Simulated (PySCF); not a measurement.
C4H6O4S.
SMILES: `C=CC(=O)CS(=O)(=O)O`

Torsions of this conformer, `[CH2:1]=[CH:2][C:3](=[O:4])[CH2:5][S:6](=[O:7])(=[O:8])[OH:9]`: C1–C2–C3–O4 170°, C2–C3–C5–S6 -113°, C3–C5–S6–O7 174°, H–O9–S6–C5 55°.

The closed-shell ground state was solved at several levels (PySCF, density fitting, gas phase, non-relativistic). One conformer (not necessarily the lowest) at the GFN2-xTB geometry, without solvent, vibrations or thermal averaging.

| level | basis functions | HOMO (eV) | LUMO (eV) | gap (eV) | dipole (D) |
| --- | --- | --- | --- | --- | --- |
| PBE0/pcSseg-1 | 190 | -8.58 | -2.77 | 5.81 | 5.42 |
| CAM-B3LYP/def2-SVPD | 247 | -10.13 | -1.73 | 8.40 | 5.69 |

(1) Estimate the row for PBE0/def2-SVPD, a basis of 247 functions; the other rows only guide the guess.

(2) Over all these levels, which gives the widest orbital gap and which the narrowest?

(3) How far do the dipole and the HOMO energy spread over the levels?

Answers

(1) HOMO -8.63 eV, LUMO -2.84 eV, gap 5.79 eV, dipole 5.53 D.

(2) CAM-B3LYP/def2-SVPD (range-separated hybrid) has the widest, 8.40 eV, and PBE0/def2-SVPD (global hybrid, 25 % exact exchange) the narrowest, 5.79 eV. The two share the basis. From the narrowest to the widest the HOMO moves by -1.50 eV and the LUMO by +1.11 eV.

(3) The dipole runs from 5.42 to 5.69 D (mean 5.55 D) and the HOMO from -10.13 to -8.58 eV.
